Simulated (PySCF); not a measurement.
**Relaxation of singlet CdBr2**

Computed with PBE in PySCF with Cd def2-TZVP with ECP28, Br def2-TZVP; scalar-relativistic core potentials, no spin–orbit coupling; density-fitted integrals. A (50,194) grid was used.

A hand-made linear start, of D∞h symmetry, held to at least that symmetry:

```xyz
3
charge 0 multiplicity 1, angstrom
Cd    0.0000    0.0000    0.0000
Br    0.0000    0.0000    2.5000
Br    0.0000    0.0000   -2.5000
```

**Question.** What forces act on the atoms at the start (eV/Å)?

**Answer.** 
```csv
atom,Fx,Fy,Fz
Cd1,0.00,0.00,0.00
Br2,0.00,0.00,-0.75
Br3,0.00,0.00,0.75
```

**Question.** What does it relax to?

**Answer.** It ends at D∞h with Cd–Br 2.418 Å (×2); Br–Cd–Br 180.0° (after a last refinement on a finer grid). A frequency run shows a minimum.

**Question.** How much energy is released, and in how many steps?

**Answer.** 6.4 kJ/mol in 4 steps.
